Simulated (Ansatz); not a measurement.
Problem. Name a neutral molecule of Al, C, O and H with HOMO–LUMO gap (PBE/def2-TZVPP) between 3.80 and 4.10 eV and HOMO energy (PBE0/def2-TZVPP) between -6.95 and -6.65 eV (Ansatz, PBE0-D4/def2-TZVP geometry).

Solution. `[CH3][Al]([CH3])[CH2]O` (4.04 eV, -6.82 eV); `CO[CH2][AlH][OH]` (3.94 eV, -6.76 eV). Other molecules can fit too; these were computed, each in one conformer that needn't be the lowest.
